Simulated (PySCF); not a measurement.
Compound: C7H12NPSi.
Atom-mapped SMILES: `[CH3:1][Si:2]([CH3:3])([CH3:4])[c:5]1[cH:6][n:7][cH:8][p:9][cH:10]1`

Structure used (GFN2-xTB), in Å, numbered top down from 1:
```xyz
22
C7H12NPSi angstrom
C     -1.5158    0.3223    1.7912
Si    -0.9731    0.0622   -0.0181
C     -1.6532    1.4692   -1.1086
C     -1.5922   -1.6205   -0.6674
C      0.9320    0.0433   -0.0626
C      1.6138   -0.9222    0.6808
N      2.9207   -1.0755    0.7614
C      3.7528   -0.2951    0.1174
P      3.3776    1.0471   -0.9339
C      1.6454    0.9621   -0.8131
H     -1.1475   -0.4733    2.4316
H     -2.5983    0.3362    1.8737
H     -1.1424    1.2616    2.1887
H     -1.3558    1.3555   -2.1469
H     -2.7385    1.4770   -1.0814
H     -1.3137    2.4433   -0.7690
H     -1.2618   -1.8015   -1.6862
H     -2.6770   -1.6643   -0.6597
H     -1.2258   -2.4385   -0.0547
H      1.0485   -1.6382    1.2653
H      4.8020   -0.5314    0.2719
H      1.0918    1.7002   -1.3814
```

NICS = −σ at a ghost point: NICS(0) at the centroid of the ring atoms, NICS(1) 1 Å to either side along the normal of their mean plane, zz for the tensor component along that normal. Level: GIAO PBE0/pcSseg-1 (PySCF, non-relativistic, gas phase) on the GFN2-xTB geometry, one conformer.

Ring bond lengths (Å), with Mayer bond orders in brackets: C5–C6 1.396 (1.37), C6–N7 1.318 (1.50), N7–C8 1.310 (1.47), C8–P9 1.746 (1.30), P9–C10 1.739 (1.31), C10–C5 1.384 (1.47).

Problem. Give the NICS values of each ring in ppm.

Solution. 
```
              ring                                                     type  NICS(0)  NICS(1), two faces  NICS(1)zz, two faces  rms pucker (Å)  centre to ring atoms, mean (Å)
C5–C6–N7–C8–P9–C10  6-membered ring with N and P; formal bonds all aromatic     -5.7       -10.5 / -10.5         -25.5 / -25.5            0.00                            1.47
```

Problem. What can be read from them?

Solution. 
- C5–C6–N7–C8–P9–C10: mean NICS(1)zz -25.5 ppm, shielded.

Problem. What does the geometric index give? HOMA = 1 − mean of α(R − Ropt)² over the ring bonds, with Krygowski's 1993 parameters (CC: Ropt 1.388 Å, α 257.7 Å⁻²; CN: Ropt 1.334 Å, α 93.52 Å⁻²; CP: Ropt 1.698 Å, α 118.91 Å⁻²).

Solution. 
- C5–C6–N7–C8–P9–C10: HOMA 0.91; the largest term is that of C8–P9, α(R − Ropt)² = 0.27.

Problem. At the second NICS(1) probe listed for ring C5–C6–N7–C8–P9–C10, 1 Å off the ring, what do the in-plane components average?

Solution. The isotropic value is a third of the trace: (3 × -10.5 − (-25.5))/2 = -3.0 ppm.

Problem. What are the shieldings of the ring atoms and their hydrogens in the same run (means over atoms taken as equivalent)?

Solution. 
| atoms | environment | σ isotropic (ppm) | principal values of the symmetric part, first atom (ppm) |
| --- | --- | --- | --- |
| C5 | substituted aromatic carbon | 46.0 | -52.1, -9.2, 199.5 |
| C6 | aromatic CH next to a ring nitrogen | 31.3 | -67.2, 13.9, 147.0 |
| N7 | pyridine-type nitrogen | -103.4 | -463.7, -176.8, 330.2 |
| C8 | aromatic CH next to a ring nitrogen | -5.2 | -180.7, 15.7, 149.5 |
| P9 | phosphorus bonded to 2 C | 104.0 | -132.4, -120.3, 564.8 |
| C10 | aromatic CH carbon | 6.8 | -176.4, 13.1, 183.8 |
| H20 | aromatic hydrogen | 22.46 | 17.1, 20.6, 29.7 |
| H21 | aromatic hydrogen | 20.96 | 18.0, 18.1, 26.7 |
| H22 | aromatic hydrogen | 21.99 | 16.3, 18.8, 30.9 |
